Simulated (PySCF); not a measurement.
Lowest empty level (eV) of eight silicon and germanium compounds: PBE beside B3LYP, computed with PySCF for isolated molecules in the bases named; differences from unrounded values. The eight are the first of their class met in an unordered collection, after screening for sound electronic states; none was chosen by its value. Each molecule has one DFT geometry for both levels.

| molecule | basis | B3LYP |
|---|---|---|
| CH₅FO₂Si₂, SMILES O=CO[Si@@H](F)[SiH3] | def2-TZVP | -1.16 |
| Ge(H)3(NMe2) (C2H9GeN), SMILES C[N]([GeH3])C | def2-TZVP | 0.33 |
| CH5ClFNSi, SMILES N[Si@@H](Cl)CF | def2-TZVP | 0.20 |
| silyloxysilylmethanol (CH8O2Si2), SMILES OC[SiH2]O[SiH3] | def2-TZVP | -0.46 |
| C2H6ClFSi, SMILES [Si@@H](F)(CC)Cl | def2-TZVP | 0.32 |
| CH5F2NSi, SMILES C[Si](N)(F)F | def2-TZVP | 0.27 |
| C₄H₁₂Si₂, SMILES CC[SiH2]/C=C/[SiH3] | def2-TZVP | -1.12 |
| C2H6O3Si, SMILES O[Si]1(O)COC1 | def2-TZVP | 0.12 |

Q: Estimate the PBE values and say how PBE differs from B3LYP over the set. (The exact figures need the calculation; the answer reports its results.)

A: 
```json
[
 {"molecule": "CH₅FO₂Si₂, SMILES O=CO[Si@@H](F)[SiH3]", "PBE": "-1.98", "difference": "-0.82"},
 {"molecule": "Ge(H)3(NMe2) (C2H9GeN), SMILES C[N]([GeH3])C", "PBE": "-0.23", "difference": "-0.56"},
 {"molecule": "CH5ClFNSi, SMILES N[Si@@H](Cl)CF", "PBE": "-0.34", "difference": "-0.55"},
 {"molecule": "silyloxysilylmethanol (CH8O2Si2), SMILES OC[SiH2]O[SiH3]", "PBE": "-1.12", "difference": "-0.66"},
 {"molecule": "C2H6ClFSi, SMILES [Si@@H](F)(CC)Cl", "PBE": "-0.34", "difference": "-0.66"},
 {"molecule": "CH5F2NSi, SMILES C[Si](N)(F)F", "PBE": "-0.18", "difference": "-0.45"},
 {"molecule": "C₄H₁₂Si₂, SMILES CC[SiH2]/C=C/[SiH3]", "PBE": "-1.89", "difference": "-0.78"},
 {"molecule": "C2H6O3Si, SMILES O[Si]1(O)COC1", "PBE": "-0.37", "difference": "-0.49"}
]
```
PBE lies below B3LYP in 8 and above it in 0 of the eight; the mean signed difference is -0.62 and the largest -0.82 eV.
